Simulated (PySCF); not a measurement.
The vertical singlet excitations below were computed for one of the candidates. Computed, not measured: PySCF 2.14.0, density-fitted response routines, TDDFT CAM-B3LYP/def2-SVPD, vertical, gas phase, core orbitals frozen in the response. Geometries: PBE0-D3(BJ)/def2-SVP, one conformer each. Relativistic effects are left out although some hold elements past zinc.

```csv
state,ν̃ (cm⁻¹),f,"main configurations (H = HOMO, L = LUMO)"
S1,57440,0.029,"H→L+1 (69%), H→L (10%), H→L+2 (10%)"
S2,58200,0.137,H→L (82%)
S3,60050,0.014,H→L+3 (89%)
S4,61630,0.010,"H-1→L+1 (52%), H→L+2 (22%), H→L+1 (10%)"
S5,63320,0.190,"H→L+2 (38%), H-1→L+1 (30%), H-1→L (11%)"
S6,64430,0.033,"H-1→L (45%), H→L+5 (28%), H→L+4 (11%)"
S7,64960,0.203,"H→L+5 (31%), H-1→L (27%), H→L+2 (12%)"
S8,66610,0.0068,"H-1→L+3 (37%), H→L+8 (24%), H→L+4 (20%)"
S9,67700,0.0058,"H-1→L+3 (32%), H→L+4 (21%), H→L+8 (11%)"
S10,68350,0.103,"H-2→L (63%), H-2→L+1 (23%)"
```

Triplets computed (Tamm–Dancoff): 6.41, 6.66, 6.67, 7.22 eV.

Question: Which structure fits? All have the formula C3H12GeSi.
A. `C[CH2][GeH2][CH2][SiH3]`
B. `CC(C)[SiH2][GeH3]`
C. `[CH3][GeH2][C@H](C)[SiH3]`

Answer: B. Its S1, at 7.12 eV, is the lowest among the candidates; the nearest of the others has S1 at 7.43 eV. S1 is HOMO→LUMO+1 (69%), HOMO→LUMO (10%), HOMO→LUMO+2 (10%). Löwdin shares by element: HOMO germanium 28%, silicon 26%, carbon 17% or more, hydrogen 5% or more (atoms not listed hold the other 24%); LUMO germanium 42%, hydrogen 18% or more, silicon 9% (atoms not listed hold the other 31%). At the same level the other candidates give, for their lowest levels:
- `[CH3][GeH2][C@H](C)[SiH3]`: 7.43 eV (f 0.002); 7.76 eV (f 0.088); 8.04 eV (f 0.091); 8.12 eV (f 0.123); 8.20 eV (f 0.032); T1 7.15 eV; HOMO -9.25, LUMO 1.03 eV
- `C[CH2][GeH2][CH2][SiH3]`: 7.62 eV (f 0.012); 7.82 eV (f 0.005); 7.98 eV (f 0.017); 8.20 eV (f 0.207); 8.31 eV (f 0.021); T1 7.38 eV; HOMO -9.46, LUMO 1.02 eV

Shape of the structure used: `[CH3:1][CH:2]([CH3:3])[SiH2:4][GeH3:5]`: C1–C2–Si4–Ge5 -63°.
